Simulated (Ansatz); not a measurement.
A made-up structure of Al2H4Se, closed shell:

```json
{"atom": "Al1", "x (Å)": "-1.4275", "y (Å)": "0.2795", "z (Å)": "-0.9550"}
{"atom": "Se2", "x (Å)": "0.8391", "y (Å)": "-0.0072", "z (Å)": "-1.3435"}
{"atom": "Al3", "x (Å)": "1.4830", "y (Å)": "-0.2802", "z (Å)": "0.8659"}
{"atom": "H4", "x (Å)": "-2.3306", "y (Å)": "0.5135", "z (Å)": "-2.2305"}
{"atom": "H5", "x (Å)": "-2.0008", "y (Å)": "0.2376", "z (Å)": "0.5169"}
{"atom": "H6", "x (Å)": "3.0261", "y (Å)": "-0.5089", "z (Å)": "1.1204"}
{"atom": "H7", "x (Å)": "2.1706", "y (Å)": "-0.4843", "z (Å)": "-1.8722"}
```

It is relaxed with PBE-D4/def2-SVP and then PBE0-D4/def2-TZVP (Ansatz 0.2.0). Atoms count as bonded within 1.22 times the sum of their covalent radii (H–H: 0.88 Å). The end point is not checked to be a true minimum.

(1) Does its bonding change? (Judge from chemistry; the calculation decides.)

## Answers

(1) The calculation gives: Yes. Formed: Al1–Al3; broken: none.

Where it ends: The first stage lowers the energy by 2.94 eV in 34 steps. It ends as Al₂H₄Se ([AlH]1[AlH2][SeH]1):
```xyz
7
angstrom
Al -1.0655 -0.0750 -0.5793
Se 1.0840 1.2278 -1.1879
Al 1.0891 -0.7058 0.5525
H -1.5673 -0.9603 -1.7949
H -1.9399 0.9714 0.2313
H 2.5836 -0.9541 1.0481
H 1.5759 0.2459 -2.1679
```

Labels in which every atom is bracketed show which atoms are joined, not bond orders.

For scale, one of the runs: PBE0-D4/def2-TZVP relaxation, 146 basis functions, launched by `ansatz run in.yaml --threads 2 --pin off --events-out ev --progress --plain --max-ram 4352MiB`. Hardware: 2 CPU threads of an Arm Neoverse V1, shared host. Wall time about 25 s.
